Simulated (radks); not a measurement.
Spherical quantum dot in the effective-mass picture: electrons in a well V = -V0 / (1 + exp((r - R)/a)) with V0 = 1.87, R = 11.8, a = 0.36, with a point charge +2 (a donor) at the centre, all in effective atomic units (hartree* = m*/eps^2 hartree, bohr* = eps/m* bohr), one dielectric constant everywhere. Method: non-relativistic Kohn-Sham, LDA (Slater exchange, Perdew-Wang correlation), spin-polarised, spherical densities; computed with a radial shooting solver with Libxc functionals. Levels are named by radial order and angular momentum (1s, 1p, 1d, 2s, ...), and open shells are averaged over m. Results are scaled to m* = 0.478 and eps = 5.8, for which hartree* = 386.7 meV and bohr* = 0.6421 nm.

N = 9, configuration 1s2 1p(up 3, down 2) 2s2. This is the lowest configuration that the search found (a dilute case). Occupied and some empty levels:

level    occupation  eigenvalue (meV)  <r> (nm)
1s up             1           -602.41    0.6195
1s down           1           -602.40    0.6193
2s up             1           -449.66     5.265
2s down           1           -447.70     5.263
1p up             3           -443.22     5.363
1p down           2           -441.25     5.363
1d up             0           -430.99     5.518
1d down           0           -429.02     5.520
1f up             0           -414.14     5.654
1f down           0           -412.17     5.658
1g up             0           -393.05     5.777
1g down           0           -391.11     5.781
2p up             0           -374.54     3.980
2p down           0           -373.24     3.968

Energy (meV): total -6611.26, kinetic 1257.4, external -9699.9, Hartree 2501.7, exchange-correlation -670.54.

Electron density:

r (nm)  n(r) (e/nm^3)
0.434           1.076
0.916         0.09837
1.40          0.01171
1.88         0.002355
2.37         0.001631
2.85         0.002213
3.33         0.003224
3.81         0.004511
4.30         0.005900
4.78         0.007043
5.26         0.007442
5.75         0.006656
6.23         0.004707
6.71         0.002341
7.19        0.0006550
7.68       0.00007850
8.16        5.370e-06
8.64        3.187e-07
9.12        1.893e-08
